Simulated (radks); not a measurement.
Question: Zr IV, configuration [Kr] 4d1. Method: scalar-relativistic Kohn-Sham, LDA (Slater exchange, Perdew-Zunger correlation), spin-polarised, spherical densities, finite nucleus; open shells are filled with parallel spins first (spin-orbit coupling, left out, can overturn this in heavy ions); Fermi nuclear charge, rms radius 4.2694 fm; computed with a radial shooting solver on a logarithmic mesh with Libxc functionals. Some entries of the table are withheld. Estimate them.

orbital,occ.,eigenvalue (hartree),r(max) (bohr)
1s down,1,-655.1150,0.02417
1s up,1,-655.1149,0.02417
2s up,1,-91.68216,0.1372
2s down,1,-91.67850,0.1371
2p up,3,-81.93590,0.1095
2p down,3,-81.93309,0.1095
3s up,1,-15.85750,0.4087
3s down,1,-15.85486,0.4087
3p up,3,-12.68276,0.4024
3p down,3,-12.67989,0.4024
3d up,5,(1),0.3465
3d down,5,(2),0.3466
4s up,1,-3.01001,1.073
4s down,1,-2.98870,1.072
4p up,3,(3),1.171
4p down,3,(4),1.169
4d up,1,-1.05522,(5)
4d down,0,-1.02824,(6)

Answer: 
(1) 3d up eigenvalue (hartree): -7.45451
(2) 3d down eigenvalue (hartree): -7.45057
(3) 4p up eigenvalue (hartree): -2.18991
(4) 4p down eigenvalue (hartree): -2.16619
(5) 4d up r(max) (bohr): 1.506
(6) 4d down r(max) (bohr): 1.501
